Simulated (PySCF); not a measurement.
C4H2Br2, SMILES C(=C(/C#C)Br)/Br.

Geometry: PBE0-D3(BJ)/def2-SVP. The structure was generated by enumeration; whether it is a known compound was not checked.

Computed with PBE0-D3(BJ)/def2-SVP in PySCF 2.14.0.

Frequencies are harmonic and unscaled.

Computed normal modes with their intensities:
| mode | ν (cm⁻¹) | IR (km/mol) | moving atoms (share of kinetic energy) |
|---|---|---|---|
| 1 | 110 | 0.6 | C 66 %, Br 22 %, H 12 % |
| 2 | 168 | 0.1 | C 77 %, Br 15 %, H 8 % |
| 3 | 182 | 1.5 | C 65 %, Br 30 % |
| 4 | 230 | 0.7 | Br 85 %, C 13 % |
| 5 | 263 | 7.8 | C 78 %, H 22 % |
| 6 | 443 | 1.0 | C 80 %, Br 13 % |
| 7 | 605 | 0.0 | C 93 % |
| 8 | 686 | 33.7 | H 77 %, C 23 % |
| 9 | 712 | 42.0 | C 83 %, H 15 % |
| 10 | 715 | 6.2 | H 63 %, C 36 % |
| 11 | 744 | 68.4 | C 80 %, Br 10 %, H 10 % |
| 12 | 816 | 24.0 | H 75 %, C 25 % |
| 13 | 1036 | 46.2 | C 71 %, H 28 % |
| 14 | 1271 | 2.8 | H 67 %, C 33 % |
| 15 | 1658 | 4.8 | C 98 % |
| 16 | 2235 | 11.7 | C 91 %, H 9 % |
| 17 | 3255 | 16.2 | H 91 %, C 9 % |
| 18 | 3488 | 90.2 | H 86 %, C 14 % |
